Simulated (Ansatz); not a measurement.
Reaction (formal exchange of groups at the Al–Si bond): `O[SiH2]N[SiH2][AlH2]` + `F/C=C/F` → `F/C=[C](\F)[AlH2]` + `O[SiH2]N[SiH3]`

Calculated with Ansatz (gas phase, PBE0-D4/def2-TZVP geometries, no zero-point term in ΔE). CBS: MP2 limit from def2 TZ/QZ plus the TZ coupled-cluster correction, frozen cores. Double bonds are as drawn, so ΔE can hold a change between cis and trans. Functionals use def2-TZVPP. B3LYP here is the variant with VWN-RPA as its local correlation; programs differ in this. Each species was taken in one conformer, which may not be the lowest.

```tsv
level	ΔE (kcal/mol)	difference from CCSD(T)/CBS
PBE-D4	-4.9	2.6
r2SCAN-D4	-7.7	-0.2
PBE0-D4	-4.9	2.6
B3LYP-D4	-7.4	0.1
ωB97X-V	-7.2	0.3
ωB97M-V	-8.8	-1.3
B2PLYP	-8.4	-0.9
PBE	-5.0	2.5
r2SCAN	-7.8	-0.3
PBE0	-5.0	2.5
B3LYP	-7.6	-0.1
HF/def2-TZVPP	-8.4	-0.9
MP2/def2-TZVPP	-9.2	-1.7
SCS-MP2/def2-TZVPP	-9.0	-1.5
CCSD/def2-TZVPP	-6.9	0.6
CCSD(T)/def2-TZVPP	-7.1	0.4
HF/def2-QZVPP	-8.8	-1.3
MP2/def2-QZVPP	-9.6	-2.1
SCS-MP2/def2-QZVPP	-9.4	-1.9
HF/CBS(def2)	-8.9	-1.4
MP2/CBS(def2)	-9.7	-2.2
CCSD/CBS(def2)	-7.4	0.1
CCSD(T)/CBS	-7.5	0
```

Largest T1 diagnostic among the species: 0.013.
